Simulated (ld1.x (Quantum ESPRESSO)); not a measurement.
## Cd: variants of one TM potential

Base potential:

ld1.x (Quantum ESPRESSO) 7.5 input, shortened:

```
&input
   title='Cd', zed=48., rel=2, dft='PZ', iswitch=3,
   config='[Kr] 4d10 5s2 5p0', rel_dist='average'
 /
 &inputp
   pseudotype=2, tm=.true., lloc=0,
   nlcc=.false.
 /
3
5P  2  1   0.00   0.00  3.55  3.55  0.0
4D  3  2  10.00   0.00  1.50  1.50  0.0
5S  1  0   2.00   0.00  2.15  2.15  0.0
 &test
   configts(1)='4d10 5s2 5p0'
 /
```

Open shells are filled in proportion to 2j + 1 (rel_dist='average').

All-electron outer shells of the reference configuration (LDA (PZ), scalar-relativistic, ld1.x):

```tsv
shell	level (eV)	outermost node (bohr)	outermost maximum (bohr)
4s	-105.84	0.43	0.79
4p	-66.99	0.43	0.84
4d	-11.90	0.42	0.98
5s	-5.96	1.07	2.32
5p	-1.33	1.20	3.25
```

Cutoffs, loose and tight: the cutoffs (Ry, on a coarse ladder) from which the occupation-weighted sum of valence levels, in a spherical-Bessel basis at the reference potential, stays within 10 and 1 mRy of its value at 400 Ry. They do not see the model core or the augmentation charge, which bear on the density cutoff. Test errors are all-electron minus pseudo excitation energies from the reference, over the configurations 4d10 5s1 5p0; 4d10 5s0 5p0; 4d9 5s0 5p0; 4d9 5s2 5p0; 4d8 5s0 5p0; 4d10 5s1 5p1; 4d10 5s0 5p1. A dash means not determined; rows that change the core or the reference have their own tests. The largest error is taken over the tests solved by every variant that gives reliable tests at all: 4d10 5s0 5p0; 4d10 5s0 5p1; 4d10 5s1 5p0; 4d10 5s1 5p1; 4d8 5s0 5p0; 4d9 5s0 5p0.

```tsv
change	outcome	cutoff, loose	cutoff, tight	bound ghosts	largest test error (meV)
base	generated	80 Ry	120 Ry	none	-643
all radii scaled by about 1.15 (s 2.48, p 4.10, d 1.72 bohr)	generated	70 Ry	110 Ry	none	-675
reference 4d10 5s1 5p0	generated	80 Ry	120 Ry	none	-733
wave 5p (bound): rc 3.55 bohr becomes 5p (bound): rc 3.22 bohr	generated	80 Ry	120 Ry	none	-643
core correction a·sin(br)/r model core inside 0.88 bohr	generated	80 Ry	120 Ry	none	-954
wave 5s (bound): rc 2.15 bohr becomes 5s (bound): rc 2.88 bohr	generated	80 Ry	120 Ry	none	-992
wave 4d (bound): rc 1.50 bohr becomes 4d (bound): rc 1.52 bohr	generated	80 Ry	120 Ry	none	-641
functional PBEsol	generated	80 Ry	120 Ry	none	-678
```
